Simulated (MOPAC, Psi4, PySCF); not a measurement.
Relaxed torsion scan: SMILES C=Cc1cccc(C(=O)OC)c1. Scanned: dihedral C6–C7–C8–O9; all other coordinates were relaxed at GFN2-xTB. Points at φ and −φ are mirror images. Heavy atoms are numbered in the order of the SMILES C=Cc1cccc(C(=O)OC)c1, hydrogens after them in the order of the atoms that carry them; the mirror image has the same energies with the sign of each dihedral reversed.

PM7, restricted, heats of formation // GFN2-xTB (MOPAC); RKS-B3LYP/6-31G* = restricted B3LYP/6-31G*, spherical d, density fitting // GFN2-xTB in PySCF; RKS-M06-2X/6-31G* = restricted M06-2X/6-31G*, spherical d, density fitting // GFN2-xTB (PySCF); PBE-D3(BJ)/def2-SVP // GFN2-xTB (Psi4).

Energies relative to the lowest point of each profile, in kcal/mol; the last columns give the difference from PBE-D3(BJ):

```json
[
 {"φ / °": "-150", "PM7": "0.3", "RKS-B3LYP/6-31G*": "1.4", "RKS-M06-2X/6-31G*": "1.4", "PBE-D3(BJ)/def2-SVP": "1.5", "PM7 − PBE-D3(BJ)/def2-SVP": "-1.2", "RKS-B3LYP/6-31G* − PBE-D3(BJ)/def2-SVP": "-0.1", "RKS-M06-2X/6-31G* − PBE-D3(BJ)/def2-SVP": "0.0"},
 {"φ / °": "-120", "PM7": "1.3", "RKS-B3LYP/6-31G*": "5.1", "RKS-M06-2X/6-31G*": "5.3", "PBE-D3(BJ)/def2-SVP": "5.2", "PM7 − PBE-D3(BJ)/def2-SVP": "-3.9", "RKS-B3LYP/6-31G* − PBE-D3(BJ)/def2-SVP": "-0.1", "RKS-M06-2X/6-31G* − PBE-D3(BJ)/def2-SVP": "0.1"},
 {"φ / °": "-90", "PM7": "1.8", "RKS-B3LYP/6-31G*": "7.7", "RKS-M06-2X/6-31G*": "8.2", "PBE-D3(BJ)/def2-SVP": "7.9", "PM7 − PBE-D3(BJ)/def2-SVP": "-6.2", "RKS-B3LYP/6-31G* − PBE-D3(BJ)/def2-SVP": "-0.2", "RKS-M06-2X/6-31G* − PBE-D3(BJ)/def2-SVP": "0.3"},
 {"φ / °": "-60", "PM7": "1.2", "RKS-B3LYP/6-31G*": "5.3", "RKS-M06-2X/6-31G*": "5.6", "PBE-D3(BJ)/def2-SVP": "5.5", "PM7 − PBE-D3(BJ)/def2-SVP": "-4.3", "RKS-B3LYP/6-31G* − PBE-D3(BJ)/def2-SVP": "-0.1", "RKS-M06-2X/6-31G* − PBE-D3(BJ)/def2-SVP": "0.1"},
 {"φ / °": "-30", "PM7": "0.3", "RKS-B3LYP/6-31G*": "1.6", "RKS-M06-2X/6-31G*": "1.6", "PBE-D3(BJ)/def2-SVP": "1.6", "PM7 − PBE-D3(BJ)/def2-SVP": "-1.3", "RKS-B3LYP/6-31G* − PBE-D3(BJ)/def2-SVP": "-0.1", "RKS-M06-2X/6-31G* − PBE-D3(BJ)/def2-SVP": "0.0"},
 {"φ / °": "0", "PM7": "0.0", "RKS-B3LYP/6-31G*": "0.1", "RKS-M06-2X/6-31G*": "0.1", "PBE-D3(BJ)/def2-SVP": "0.0", "PM7 − PBE-D3(BJ)/def2-SVP": "0.0", "RKS-B3LYP/6-31G* − PBE-D3(BJ)/def2-SVP": "0.0", "RKS-M06-2X/6-31G* − PBE-D3(BJ)/def2-SVP": "0.0"},
 {"φ / °": "30", "PM7": "0.3", "RKS-B3LYP/6-31G*": "1.6", "RKS-M06-2X/6-31G*": "1.6", "PBE-D3(BJ)/def2-SVP": "1.6", "PM7 − PBE-D3(BJ)/def2-SVP": "-1.3", "RKS-B3LYP/6-31G* − PBE-D3(BJ)/def2-SVP": "-0.1", "RKS-M06-2X/6-31G* − PBE-D3(BJ)/def2-SVP": "0.0"},
 {"φ / °": "60", "PM7": "1.2", "RKS-B3LYP/6-31G*": "5.3", "RKS-M06-2X/6-31G*": "5.6", "PBE-D3(BJ)/def2-SVP": "5.5", "PM7 − PBE-D3(BJ)/def2-SVP": "-4.3", "RKS-B3LYP/6-31G* − PBE-D3(BJ)/def2-SVP": "-0.1", "RKS-M06-2X/6-31G* − PBE-D3(BJ)/def2-SVP": "0.1"},
 {"φ / °": "90", "PM7": "1.8", "RKS-B3LYP/6-31G*": "7.7", "RKS-M06-2X/6-31G*": "8.2", "PBE-D3(BJ)/def2-SVP": "7.9", "PM7 − PBE-D3(BJ)/def2-SVP": "-6.2", "RKS-B3LYP/6-31G* − PBE-D3(BJ)/def2-SVP": "-0.2", "RKS-M06-2X/6-31G* − PBE-D3(BJ)/def2-SVP": "0.3"},
 {"φ / °": "120", "PM7": "1.3", "RKS-B3LYP/6-31G*": "5.1", "RKS-M06-2X/6-31G*": "5.3", "PBE-D3(BJ)/def2-SVP": "5.2", "PM7 − PBE-D3(BJ)/def2-SVP": "-3.9", "RKS-B3LYP/6-31G* − PBE-D3(BJ)/def2-SVP": "-0.1", "RKS-M06-2X/6-31G* − PBE-D3(BJ)/def2-SVP": "0.1"},
 {"φ / °": "150", "PM7": "0.3", "RKS-B3LYP/6-31G*": "1.4", "RKS-M06-2X/6-31G*": "1.4", "PBE-D3(BJ)/def2-SVP": "1.5", "PM7 − PBE-D3(BJ)/def2-SVP": "-1.2", "RKS-B3LYP/6-31G* − PBE-D3(BJ)/def2-SVP": "-0.1", "RKS-M06-2X/6-31G* − PBE-D3(BJ)/def2-SVP": "0.0"},
 {"φ / °": "180", "PM7": "0.0", "RKS-B3LYP/6-31G*": "0.0", "RKS-M06-2X/6-31G*": "0.0", "PBE-D3(BJ)/def2-SVP": "0.0", "PM7 − PBE-D3(BJ)/def2-SVP": "0.0", "RKS-B3LYP/6-31G* − PBE-D3(BJ)/def2-SVP": "0.0", "RKS-M06-2X/6-31G* − PBE-D3(BJ)/def2-SVP": "0.0"}
]
```

PM7 is furthest from PBE-D3(BJ)/def2-SVP at -90 (-6.2 kcal/mol, below); its mean absolute difference over the points is 2.8 kcal/mol.

RKS-B3LYP/6-31G* is furthest from PBE-D3(BJ)/def2-SVP at -90 (-0.2 kcal/mol, below); its mean absolute difference over the points is 0.1 kcal/mol.

RKS-M06-2X/6-31G* is furthest from PBE-D3(BJ)/def2-SVP at -90 (0.3 kcal/mol, above); its mean absolute difference over the points is 0.1 kcal/mol.
